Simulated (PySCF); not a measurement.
Protons, H atoms and electrons added to or taken from N=C=O. Gas-phase values, no solvent. One relaxed conformer stands for each flexible species; it need not be the lowest. Strings in code marks are SMILES.

Level of theory: B3LYP-D3(BJ)/def2-TZVP // M06-2X/def2-TZVP (PySCF 2.14.0). B3LYP has the VWN-RPA correlation part, as in Gaussian. Delta-SCF ions had no search for a lower state. 

```json
[
 {"species": "neutral parent (`N=C=O`)", "hole reorganisation energy (four-point) (eV)": "0.309", "vertical ionisation energy (Delta-SCF) (eV)": "11.70"},
 {"species": "proton added at N1 (`O=C=[NH2+]`)", "hole reorganisation energy (four-point) (eV)": "0.508", "vertical ionisation energy (Delta-SCF) (eV)": "20.19"},
 {"species": "proton added at O3 (`N=C=[OH+]` (not the most basic site))", "hole reorganisation energy (four-point) (eV)": "0.683", "vertical ionisation energy (Delta-SCF) (eV)": "20.17"},
 {"species": "H atom removed from N1 (`[N]=C=O`)", "hole reorganisation energy (four-point) (eV)": "–", "vertical ionisation energy (Delta-SCF) (eV)": "–"}
]
```
